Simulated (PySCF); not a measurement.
## C$_{8}$H$_{12}$N$_{2}$: full NMR table

* Formula: C8H12N2
* SMILES: C=C/C=N\N=C(/C=C)CC
* Point group of the computed structure: C1
* Degrees of unsaturation: 4
* Carbon signals: 8
* Proton signals: 9

Atom-mapped SMILES (the numbers label the heavy atoms): `[CH2:1]=[CH:2]/[CH:3]=[N:4]\[N:5]=[C:6](/[CH:7]=[CH2:8])[CH2:9][CH3:10]` (H(Xn): hydrogen on atom n). Ha(C1) is cis to C3; Ha(C8) is cis to C6; Hb(C1) is trans to C3; Hb(C8) is trans to C6.

Theoretical values (PySCF 2.14): NMR shieldings at PBE0/pcSseg-1/GIAO, geometry from GFN2-xTB. Isolated molecule, one conformer, rapidly exchanging positions averaged, no relativistic terms.

References, each an isolated molecule treated in the same way: TMS for $^{1}$H (σref 31.72), $^{13}$C (σref 186.93); $^{15}$N (σref 267.73) vs NH3.

| carbon | δC, type | δH (multiplicity) | HMBC from (2–3 bonds) | span of the C tensor (ppm) |
| --- | --- | --- | --- | --- |
| C1 | 125.3, CH2 | Ha(C1) 5.50 (m); Hb(C1) 5.52 (m) | H(C3), H(C2) | 214 |
| C2 | 135.1, CH | 6.37 (m) | H(C3), Hb(C1), Ha(C1) | 231 |
| C3 | 123.9, CH | 6.52 (m) | H(C2), Hb(C1), Ha(C1) | 113 |
| C6 | 132.0, C | – | H(C7), Ha(C8), Hb(C8), H(C9), H(C10) | 123 |
| C7 | 134.7, CH | 6.30 (m) | Ha(C8), Hb(C8), H(C9) | 212 |
| C8 | 133.1, CH2 | Ha(C8) 6.01 (m); Hb(C8) 5.90 (m) | H(C7) | 238 |
| C9 | 37.1, CH2 | 2.41 (q) | H(C7), H(C10) | 37 |
| C10 | 15.8, CH3 | 1.15 (t) | H(C9) | 24 |

Other nuclei:
```
atoms   nucleus     environment  δ (ppm)  σ (ppm)
   N4  $^{15}$N  imine nitrogen    387.3   -119.6
   N5  $^{15}$N  imine nitrogen    379.3   -111.6
```

- Carbon types of the structure: 1 × C, 3 × CH, 3 × CH2, 1 × CH3, which accounts for all hydrogens.
- δC 135.1, 134.7: alkene CH; the olefinic region.
- δC 133.1, 125.3: terminal =CH2 carbon; as expected for a trigonal carbon in a double bond.
- δC 132.0, 123.9: C=N carbon.
- δC 37.1: sp3 CH2; saturated and bonded to C and H only.
- δC 15.8: methyl carbon; aliphatic region, no heteroatom directly attached.

Shifts are as computed. Against solution values, carbons near 30 ppm lie about +3 ppm off and those near 130 ppm about +5 ppm. Of 1211 compounds with measured shifts, 218 miss one by over three times the rms of a fit or turn the order of signals round; such compounds aren't used in these exercises. Experimental scales use liquid or dissolved standards, which lie at an offset from isolated NH3 (liquid NH3: subtract about 20 ppm). Unscaled 15N shifts of sp2 nitrogen come out 20 to 40 ppm too high even then. Multiplicities follow the n + 1 count of equivalent neighbours, as no J values were calculated; m marks all less simple cases, F and P coupling included.
